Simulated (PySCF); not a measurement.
Orbital picture of ReP

BLYP at R = 2.059 Å; Re def2-TZVPP with ECP60, P def2-TZVPP; scalar-relativistic core potentials (PySCF 2.14). State: ³Σ⁻ (triplet), unpaired electrons δ ↑↑. Only the outer orbitals are listed, counted within each symmetry, core potentials removing the inner ones.

| spin | orbital | occ. | ε (eV) | on Re (%) | main shells (%) |
| --- | --- | --- | --- | --- | --- |
| α | 6σ | 1 | -13.75 | 16 | 83 P s |
| α | 7σ | 1 | -7.21 | 41 | 49 P p, 33 Re d, 9 P s |
| α | 3π | 1 | -6.85 | 61 | 60 Re d, 37 P p |
| α | 3π | 1 | -6.85 | 61 | 60 Re d, 37 P p |
| α | 8σ | 1 | -5.59 | 96 | 63 Re s, 33 Re d |
| α | 1δ | 1 | -5.46 | 100 | 100 Re d |
| α | 1δ | 1 | -5.46 | 100 | 100 Re d |
| α | 4π | 0 | -3.51 | 46 | 53 P p, 32 Re d, 13 Re p |
| α | 4π | 0 | -3.51 | 46 | 53 P p, 32 Re d, 13 Re p |
| α | 9σ | 0 | -2.41 | 69 | 39 Re p, 29 P p, 15 Re s |
| β | 2π | 1 | -44.53 | 100 | 100 Re p |
| β | 2π | 1 | -44.53 | 100 | 100 Re p |
| β | 6σ | 1 | -14.00 | 14 | 86 P s |
| β | 7σ | 1 | -7.09 | 37 | 56 P p, 25 Re d, 10 Re s |
| β | 3π | 1 | -6.53 | 42 | 56 P p, 41 Re d |
| β | 3π | 1 | -6.53 | 42 | 56 P p, 41 Re d |
| β | 8σ | 1 | -4.55 | 98 | 63 Re s, 34 Re d |
| β | 1δ | 0 | -3.66 | 99 | 99 Re d |
| β | 1δ | 0 | -3.66 | 99 | 99 Re d |
| β | 4π | 0 | -3.10 | 60 | 50 Re d, 37 P p, 10 Re p |

Q: Which are the highest filled and the lowest empty level, where do they sit, and how wide is the gap?

A: Highest filled β 8σ at -4.55 eV (in %: 63 Re s, 34 Re d); lowest empty β 1δ at -3.66 eV (in %: 99 Re d); the gap at BLYP is 0.89 eV.

```json
{
  "bond order (Mayer)": "3.16",
  "⟨S²⟩": "2.089",
  "charge on Re (Mulliken, basis-dependent)": "-0.05",
  "charge on Re (Löwdin, basis-dependent)": "-0.32",
  "dipole moment (positive dipole means Re(−)P(+))": "-0.93 D"
}
```

Spin–orbit coupling is left out. The state is the lowest single determinant that the PBE0 search found; with open d or f shells the true ground state can be another one.
